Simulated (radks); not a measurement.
The numbers below are computed, except where a source is named.
Problem. These are the eigenvalues of the occupied orbitals of an atom or ion with whole-number occupations (hartree). Code: a radial shooting solver on a logarithmic mesh with Libxc functionals. Model: scalar-relativistic Kohn-Sham, LDA (Slater exchange, Perdew-Wang correlation), spin-polarised, spherical densities, point nucleus.

1s: -46.06250
2s: -2.91411
2p: -1.71715
3s: -0.17573

Which element is it, and in what charge state? The configuration may be excited. Open shells, if any, are filled with parallel spins first.

Solution. Z = 12, magnesium, charge 0: Mg in [Ne] 3s2. The list shows which subshells hold electrons but not how many an open one holds; the 1s level, -46.062 hartree, gives Z - s = 9.6 by -(Z - s)^2/2, which with screening and relativity narrows Z to a few neighbours, and the depths of the outer levels then fix element, charge and occupations together.
